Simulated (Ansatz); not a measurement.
**Which isomer of AsBH4Si gives these data?**

These gas-phase data were calculated for one isomer of AsBH4Si at PBE0-D3(BJ)/pcseg-1 (harmonic, unscaled wavenumbers; equilibrium rotational constants with average atomic masses):

- rotational constants: 14.33, 3.547, 2.997 GHz
- all wavenumbers above 1500 cm⁻¹: 2739, 2286, 2253, 2188

Candidates:

(1) `B1[SiH2][AsH]1`, a singlet
(2) `B[As]=[SiH2]`, a singlet

**Question.** Assign the data to one candidate and say why.

**Answer.** Candidate (1). 1 mode lies between 2350 and 2900 cm⁻¹, one for each B–H bond, while (2) has 2.

The same quantities for all candidates:

|  | rotational constants (GHz) | wavenumbers above 1500 cm⁻¹ | E above the lowest, PBE0-D3(BJ)/pcseg-1 (kcal/mol) |
| --- | --- | --- | --- |
| (1) | 14.33, 3.547, 2.997 | 2739, 2286, 2253, 2188 | 7.3 |
| (2) | 9.948, 4.226, 2.966 | 2710, 2609, 2265, 2236 | 0.0 |

Each candidate is one conformer. Programs: Ansatz 0.2.0.
